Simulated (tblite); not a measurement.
C6H12NP.
Cartesian coordinates in Å at the GFN2-xTB level; atoms count from 1:
```xyz
20
C6H12NP angstrom
C      2.5108   -0.8810   -0.2860
C      1.2622   -0.1286    0.0346
C      0.9779    1.1055   -0.3670
C     -0.3344    1.6758    0.0597
P     -1.3420    0.1634    0.4896
C     -1.8790   -0.4914   -1.1151
N     -2.5931    0.1885    1.4142
C      0.2140   -0.7919    0.8777
H      2.2715   -1.7965   -0.8275
H      3.0271   -1.1662    0.6309
H      3.1817   -0.2791   -0.8942
H      1.6462    1.6957   -0.9755
H     -0.8144    2.2858   -0.7089
H     -0.2335    2.2945    0.9590
H     -1.0493   -0.5335   -1.8176
H     -2.2921   -1.4843   -0.9493
H     -2.6668    0.1562   -1.4943
H     -2.4313    0.5375    2.3490
H      0.4315   -0.6800    1.9460
H      0.1079   -1.8594    0.6715
```

Calculated harmonic vibrations of the isolated species, GFN2-xTB (tblite), most abundant isotopes, no scaling. Errors from tens to a few hundred cm⁻¹ against measured bands are possible. One conformer, not necessarily the lowest.

Harmonic wavenumbers (cm⁻¹): 73.1, 138.8, 142.0, 178.0, 226.2, 239.7, 263.2, 291.0, 340.4, 399.8, 431.4, 434.8, 564.1, 664.0, 711.4, 743.0, 746.5, 773.3, 806.0, 843.4, 853.5, 885.8, 933.9, 982.3, 1004.2, 1048.0, 1065.6, 1090.7, 1135.4, 1177.2, 1218.0, 1225.5, 1296.4, 1298.8, 1403.7, 1410.0, 1425.8, 1429.8, 1432.2, 1477.3, 1483.1, 1715.8, 2902.2, 2909.7, 2954.9, 2958.2, 2993.5, 3003.4, 3008.9, 3011.8, 3017.6, 3040.9, 3082.7, 3394.4.

A = 3178, B = 1219, C = 1158 MHz; mass 129.071 u (most abundant isotopes); point group C1, symmetry number 1.

Question: What is the zero-point energy?

Answer: Half the sum of the wavenumbers: 36141 cm⁻¹ = 103.33 kcal/mol.

Question: What is S at 400 K and 1 bar for an ideal gas of classical rigid rotors and harmonic oscillators?

Answer: Translation 41.96, rotation 29.54, vibration 37.06: S = 108.6 cal/(mol K).

Question: And Cp and H(400 K) − H(0)?

Answer: Cp = 50.50 cal/(mol K), of which vibrations give 42.55 (their classical limit is 54 R = 107.3); H(400 K) − H(0) = 11.48 kcal/mol without the zero-point energy, 8.30 from vibrations.

Question: Which modes carry the vibrational entropy at 400 K?

Answer: 73.1 cm⁻¹: 4.65; 138.8 cm⁻¹: 3.39; 142.0 cm⁻¹: 3.34; 178.0 cm⁻¹: 2.91; 226.2 cm⁻¹: 2.45; 239.7 cm⁻¹: 2.34 cal/(mol K); the other 48 give 17.99 together.

Question: How do the functions run with temperature in this model?

Answer: 
```json
{"T (K)": "100", "S (cal/(mol K))": "66.0", "Cp (cal/(mol K))": "17.7", "H − H(0) (kcal/mol)": "1.17", "G − H(0) (kcal/mol)": "-5.44", "ln q(vib)": "0.92"}
{"T (K)": "200", "S (cal/(mol K))": "81.8", "Cp (cal/(mol K))": "28.8", "H − H(0) (kcal/mol)": "3.50", "G − H(0) (kcal/mol)": "-12.85", "ln q(vib)": "3.13"}
{"T (K)": "300", "S (cal/(mol K))": "95.6", "Cp (cal/(mol K))": "40.0", "H − H(0) (kcal/mol)": "6.94", "G − H(0) (kcal/mol)": "-21.73", "ln q(vib)": "5.62"}
{"T (K)": "500", "S (cal/(mol K))": "120.8", "Cp (cal/(mol K))": "59.4", "H − H(0) (kcal/mol)": "16.99", "G − H(0) (kcal/mol)": "-43.42", "ln q(vib)": "10.83"}
{"T (K)": "800", "S (cal/(mol K))": "153.1", "Cp (cal/(mol K))": "77.7", "H − H(0) (kcal/mol)": "37.80", "G − H(0) (kcal/mol)": "-84.67", "ln q(vib)": "18.51"}
{"T (K)": "1000", "S (cal/(mol K))": "171.3", "Cp (cal/(mol K))": "85.8", "H − H(0) (kcal/mol)": "54.19", "G − H(0) (kcal/mol)": "-117.15", "ln q(vib)": "23.31"}
```

q(vib) and H(0) count from the zero-point level.

Question: What must be added to the electronic energy to get the Gibbs energy at 400 K and 1 bar?

Answer: ZPE + [H(400 K) − H(0)] − T·S = 103.33 + 11.48 − 43.43 = 71.38 kcal/mol.

Hindered rotation and anharmonicity are outside this model. Other conformers, if any are populated, would add a mixing term that is left out. The structure is chiral; the term R ln 2 for an equal mix with its mirror image is left out.
